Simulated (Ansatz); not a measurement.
Cl⁻ beside H₂Te: one fragment in the basis of the whole pair (the partner's atoms are ghosts).

in.yaml

```yaml
crystal:
  periodic: [false, false, false]
  atoms:
    - {symbol: Te, position_ang: [0.238928, 0.544538, 0.279443]}
    - {symbol: H, position_ang: [0.216131, 0.517420, 1.999400]}
    - {symbol: H, position_ang: [-0.428135, -0.963988, 0.331095]}
basis:
  gaussian:
    orbitals: "def2-TZVPPD.json"
    ghost_atoms:
      - {symbol: Cl, position_ang: [-0.026925, -0.098070, -2.610037]}
hamiltonian: {xc: r2scan, dispersion: d4}
```

The basis file named in the input lies beside it (Basis Set Exchange, JSON).

Launched with

```bash
ansatz run in.yaml --threads 2 --pin off --events-out ev --progress --plain --max-ram 5222MiB
```

The run's output (Ansatz 0.2.0):

```
Functional definition: r2SCAN
  name "r2SCAN"
  cite "Furness, Kaplan, Ning, Perdew & Sun, J. Phys. Chem. Lett. 11, 8208 (2020) doi:10.1021/acs.jpclett.0c02405"
  cite "Furness, Kaplan, Ning, Perdew & Sun, J. Phys. Chem. Lett. 11, 9248 (2020) doi:10.1021/acs.jpclett.0c03077"
  parent r2scan
  parameter k0 = 0.174
  parameter k1 = 0.065
  parameter a1 = 4.9479
  exchange = r2scan_x(k0 = k0, k1 = k1, a1 = a1)
  correlation = r2scan_c
890 factors; their error is unknown
mean field evaluation 1: about -7328.1196 eV, gradient 8.9e0 eV
mean field evaluation 2: about -7328.1147 eV, gradient 1.2e1 eV
mean field evaluation 4: about -7328.3715 eV, gradient 7.2e-1 eV
mean field evaluation 8: about -7328.3646 eV, gradient 2.9e-2 eV
mean field -7328.36462930 eV, -269.3124327829 hartree, gradient 1.6e-5 eV, S^2 0.000000; 0 other end points of the search recorded, 0 dependent functions left out
reference -7328.36464254 eV, -269.3124332695 hartree; 13, 13 occupied and 131, 131 virtual orbitals, 890 factors
Total energy: -7328.36965729 eV, -269.3126175579 hartree
```

Hardware: 2 CPU threads of an Arm Neoverse V1, shared host. Wall time about 2.3 s.
